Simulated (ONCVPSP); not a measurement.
**antimony, ONCV: configuration errors across variants**

- Element: Sb (Z = 51)
- Generator: ONCVPSP 4.0.1
- Type: optimised norm-conserving Vanderbilt (ONCV)
- Functional: PBEsol
- Relativity: scalar-relativistic
- Frozen core: [Ar] 3d10
- Valence charge: 23
- Reference configuration: 4s2 4p6 4d10 5s1.5 5p3.5
- Partial waves: 4s+5s: rc 1.40 bohr, ncon 3, nbas 6, qcut 7.1 1/bohr, 2 projectors; 4p+5p: rc 1.30 bohr, ncon 4, nbas 7, qcut 9 1/bohr, 2 projectors; 4d: rc 1.30 bohr, ncon 4, nbas 9, qcut 14 1/bohr, local
- Local potential: the d channel
- Core correction: none

All-electron excitation energies from the reference (eV): (1) 4s2 4p6 4d10 5s2 5p3 -4.044; (2) 4s2 4p6 4d10 5s2 5p2 4.301; (3) 4s2 4p6 4d10 5s2 5p1 20.313; (4) 4s2 4p6 4d10 5s2 5p2.5 -0.771.

4 further variants failed, have other tests or another functional or relativity, and are left out.

Errors AE − PS in meV (a dash: test not solved or not reliable):

| change | (1) | (2) | (3) | (4) | bound ghosts | GHOST(+) flags above zero |
| --- | --- | --- | --- | --- | --- | --- |
| base | 0.0 | -1.5 | -4.4 | -0.6 | none | s |
| s: qcut 6.5 | -0.1 | -1.6 | -4.5 | -0.7 | none | s |
| d: nproj 1; local potential polynomial inside 1.10 bohr (lpopt 5, dvloc0 6 Ha) | +0.7 | -1.1 | -3.9 | 0.0 | none | none |
| s: rc 1.84 | -0.1 | -1.6 | -4.3 | -0.6 | none | none |
| d: rc 0.9 | 0.0 | -1.5 | -4.4 | -0.6 | none | s |
| all radii scaled by about 1.17 (s 1.64, p 1.52, d 1.52 bohr) | -0.1 | -1.8 | -5.0 | -0.8 | none | none |

Give the same row for: core correction Teter function, fcfact 4.5, rcfact 1.4.

-0.3, -1.9, -5.1, -0.9; bound ghosts: none; GHOST(+) flags above zero: s.
